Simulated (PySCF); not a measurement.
**Working with the constants of TlB**

UHF-CCSD(T) constants of TlB, ³Π (triplet), unpaired electrons σ ↑, π ↑ (Tl def2-TZVPP with ECP60, B def2-TZVPP; scalar-relativistic core potentials (PySCF 2.14); masses 204.9744 and 11.0093 u):

- ωe: 356.0 cm⁻¹
- ωexe: 2.02 cm⁻¹
- Be: 0.26391 cm⁻¹
- αe: 0.00219 cm⁻¹
- De to Tl + B: 1.43 eV

**Question.** What force constant and bond length do these constants imply?

**Answer.** Reduced mass μred = 10.448 u; k = 5.8918×10⁻⁷·μred·ωe² (u, cm⁻¹, mdyn/Å) = 0.780 mdyn/Å; Re = √(16.8576/(μred·Be)) (u, cm⁻¹, Å) = 2.473 Å.

**Question.** Estimate the centrifugal constant D from the Kratzer relation and find the Dunham coefficient a1.

**Answer.** D = 4Be³/ωe² = 5.8e-07 cm⁻¹; a1 = −1 − αeωe/(6Be²) = -2.87.

Correlated steps freeze 5 core orbitals. Spin–orbit coupling is left out, which matters for elements this heavy, above all for dissociation energies. The state was picked by a PBE0 search and need not be the measured ground state.
